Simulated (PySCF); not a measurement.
AlCl, SMILES [Al][Cl] (connectivity only; charge and spin as stated), neutral, multiplicity 1. Heavy atoms are numbered as in [Al:1][Cl:2].

The structure is a stationary point at PBE0-D3(BJ)/def2-TZVPD.

All values below come from HF/pcSseg-2 (PySCF).

GIAO shieldings, no solvent; atoms alike by connectivity are averaged. δ = σ(ref) − σ: ³⁵Cl against HCl (σ = 947.2 ppm), references at their B3LYP-D3(BJ)/def2-TZVP geometries, non-relativistic (without spin–orbit terms, shifts of atoms bonded to Cl or Br come out too high).

### Question
Estimate the chemical shifts. (An estimate is asked for; the answer gives what the named calculation found.)

### Answer

```tsv
nucleus	atoms	count	δ (ppm)
³⁵Cl	Cl2	1	315.6
```
